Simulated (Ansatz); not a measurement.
CH$_{5}$AlBClS, SMILES `[CH3][Al]([Cl])[BH]S`. Total charge 0; spin multiplicity 1.

Z-matrix (Å, degrees):
```
C
Al 1 1.948
H 1 1.096 2 110.4
H 1 1.092 2 111.7 3 119.1
H 1 1.094 2 112.3 3 -119.2
Cl 2 2.113 1 117.0 3 -98.4
B 2 2.118 1 123.5 3 79.5
S 7 1.765 2 120.6 1 -8.8
H 7 1.195 2 127.3 1 171.8
H 8 1.347 7 101.2 2 0.8
```

**Question.** What are the harmonic wavenumbers in cm⁻¹ at PBE0-D4/def2-TZVP (Ansatz, finite differences of forces, unscaled)? (Best estimate.)

**Answer.** Ansatz gave: 13i, 30, 71, 151, 170, 203, 415, 449, 555, 621, 672, 686, 778, 805, 917, 1055, 1217, 1437, 1441, 2630, 2666, 3034, 3107, 3135.
